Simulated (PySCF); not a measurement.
H4InP, SMILES [InH2][PH2].

The structure is a stationary point at B3LYP-D3(BJ)/def2-TZVP. The def2 effective core potentials stand for the cores of In; spin–orbit coupling is left out.

The numbers are results of PySCF 2.14.0 with TDDFT-B3LYP/def2-SVPD, not measurements.

Vertical excitations.  State labels are in the subgroup Cs.

Question: Give excitation energies, oscillator strengths and character. (An estimate is asked for; the answer gives what the named calculation found.)

Answer: 
```json
[
 {"state": "S1", "symmetry": "A'", "energy (eV)": "3.91", "λ (nm)": "317", "f": "0.012", "main pairs": "HOMO→LUMO 97 %"},
 {"state": "S2", "symmetry": "A\"", "energy (eV)": "4.93", "λ (nm)": "252", "f": "0.000", "main pairs": "HOMO−1→LUMO 100 %"},
 {"state": "S3", "symmetry": "A'", "energy (eV)": "5.38", "λ (nm)": "230", "f": "0.027", "main pairs": "HOMO−2→LUMO 71 %, HOMO→LUMO+1 29 %"},
 {"state": "S4", "symmetry": "A'", "energy (eV)": "5.83", "λ (nm)": "213", "f": "0.165", "main pairs": "HOMO→LUMO+2 60 %, HOMO→LUMO+1 22 %, HOMO−2→LUMO 12 %"},
 {"state": "S5", "symmetry": "A'", "energy (eV)": "5.96", "λ (nm)": "208", "f": "0.176", "main pairs": "HOMO→LUMO+1 38 %, HOMO→LUMO+2 38 %, HOMO−2→LUMO 14 %"},
 {"state": "S6", "symmetry": "A\"", "energy (eV)": "5.97", "λ (nm)": "208", "f": "0.002", "main pairs": "HOMO→LUMO+3 99 %"},
 {"state": "S7", "symmetry": "A'", "energy (eV)": "6.74", "λ (nm)": "184", "f": "0.079", "main pairs": "HOMO→LUMO+4 90 %"},
 {"state": "S8", "symmetry": "A\"", "energy (eV)": "6.95", "λ (nm)": "178", "f": "0.086", "main pairs": "HOMO−1→LUMO+1 86 %"},
 {"state": "S9", "symmetry": "A'", "energy (eV)": "7.11", "λ (nm)": "174", "f": "0.329", "main pairs": "HOMO−2→LUMO+1 77 %"},
 {"state": "S10", "symmetry": "A\"", "energy (eV)": "7.16", "λ (nm)": "173", "f": "0.074", "main pairs": "HOMO−1→LUMO+2 90 %"},
 {"state": "T1", "symmetry": "A'", "energy (eV)": "3.45", "λ (nm)": "359", "f": "0", "main pairs": "HOMO→LUMO 98 %"},
 {"state": "T2", "symmetry": "A\"", "energy (eV)": "4.54", "λ (nm)": "273", "f": "0", "main pairs": "HOMO−1→LUMO 99 %"},
 {"state": "T3", "symmetry": "A'", "energy (eV)": "4.67", "λ (nm)": "265", "f": "0", "main pairs": "HOMO→LUMO+1 95 %"},
 {"state": "T4", "symmetry": "A'", "energy (eV)": "5.17", "λ (nm)": "240", "f": "0", "main pairs": "HOMO−2→LUMO 98 %"}
]
```
Triplets are in the Tamm–Dancoff approximation, which puts them higher than full response would, so one can lie above its singlet here.
